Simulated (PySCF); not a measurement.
## Which determinant of InBi⁺ lies lowest?

Unrestricted PBE0; PySCF, scalar-relativistic core potentials, basis sets In def2-SVP with ECP28, Bi def2-SVP with ECP60. Outer shells of the fragments: In+ 4d10 5s2; Bi 5d10 6s2 6p3.

Followed along the bond (rough minima from three points):

```tsv
2Ms+1	unpaired	⟨S²⟩ at the start	R at minimum (Å)	Te (eV)
4	σ ↑, π ↑↑	3.76	3.22	0.00
2	σ ↓, π ↑↑	1.76	3.13	0.49
2	σ ↑, π ↑↓	1.76	3.16	0.57
2	σ ↑	0.76	3.10	1.41
2	π ↑	0.75	none in the scan	≤ 0.95
```

Solutions found at the starting distance of 2.950 Å, counted from the lowest of them; the search is not exhaustive and high or unbound solutions are not listed, so other states can lie among these:

```
2Ms+1   unpaired   term  E (eV)  ⟨S²⟩  ⟨Lz²⟩  μ (D)
    4  σ ↑, π ↑↑    ⁴Σ⁻    0.00  3.76   0.00  -3.77
    2  σ ↓, π ↑↑  mixed    0.45  1.76   0.00  -3.68
    2  σ ↑, π ↑↓  mixed    0.54  1.76   2.01  -3.62
    2        π ↑     ²Π    1.23  0.75   1.00  -1.25
    2        σ ↑  mixed    1.36  0.76   2.00  -3.24
    2        π ↑     ²Π    1.60  0.77   1.01  -5.06
```

A term symbol is given only where ⟨S²⟩ and ⟨Lz²⟩ are close to those of a pure state; real π, δ and φ orbitals otherwise mix terms. A positive dipole points towards Bi; it is taken about the centre of mass and depends on that origin.

These are scalar-relativistic numbers at best; spin–orbit coupling would shift them, the dissociation energy most.
